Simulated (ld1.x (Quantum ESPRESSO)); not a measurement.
**bismuth, TM: configuration errors across variants**

```
Element                 : bismuth (Bi)
Generator               : ld1.x (Quantum ESPRESSO) 7.5
Type                    : norm-conserving Troullier–Martins (Kleinman–Bylander form)
Functional              : PBE
Relativity              : fully relativistic
Frozen core             : [Xe] 4f14 5d10
Valence charge          : 5
Reference configuration : 6s2 6p2.75 (charge +0.25)
Partial waves           : 6p (bound): rc 2.15 bohr; 6d channel at 0.2 Ry: rc 2.35 bohr; 6s (bound): rc 1.95 bohr
Local potential         : the s channel
Core correction         : a·sin(br)/r model core inside 1.75 bohr
```

Open shells are filled in proportion to 2j + 1 (rel_dist='average').

All-electron excitation energies from the reference (eV): (1) 6s2 6p3 -1.377; (2) 6s2 6p2 6.682; (3) 6s2 6p1 22.107; (4) 6s1 6p3 17.271; (5) 6s2 6p0 45.669; (6) 6s2 6p3.3 -2.513; (7) 6s1 6p4 8.481.

A true bound ghost makes a file unfit for plane-wave use even where its test errors are small: the radial tests pick states by their node count and pass the ghost by.

Errors AE − PS in meV (a dash: test not solved or not reliable):

| change | (1) | (2) | (3) | (4) | (5) | (6) | (7) | bound ghosts |
| --- | --- | --- | --- | --- | --- | --- | --- | --- |
| base | -0.3 | -6.1 | -61 | -52 | -239 | -1.0 | -25 | d3/2, d5/2 |
| core correction none | +0.2 | +1.4 | +13 | +6.2 | +89 | +0.9 | +17 | d3/2, d5/2 |
| core correction a·sin(br)/r model core inside 0.82 bohr | -0.3 | -6.1 | -61 | -52 | -237 | -1.0 | -25 | d3/2, d5/2 |
| core correction a·sin(br)/r model core inside 1.04 bohr | -0.3 | -6.1 | -61 | -52 | -237 | -1.0 | -25 | d3/2, d5/2 |
| core correction a·sin(br)/r model core inside 1.36 bohr | -0.3 | -6.1 | -61 | -52 | -238 | -1.0 | -25 | d3/2, d5/2 |
| core correction a·sin(br)/r model core inside 1.62 bohr | -0.3 | -6.1 | -61 | -52 | -238 | -1.0 | -25 | d3/2, d5/2 |
| core correction a·sin(br)/r model core inside 1.76 bohr | -0.3 | -6.1 | -61 | -52 | -239 | -1.0 | -25 | d3/2, d5/2 |
| core correction a·sin(br)/r model core inside 2.08 bohr | -0.3 | -6.6 | -65 | -46 | -249 | -1.1 | -18 | d3/2, d5/2 |

Question: Give the same row for: core correction a·sin(br)/r model core inside 2.38 bohr.

Answer: -0.4, -7.4, -69, -33, -247, -1.3, -8.7; bound ghosts: d3/2, d5/2.
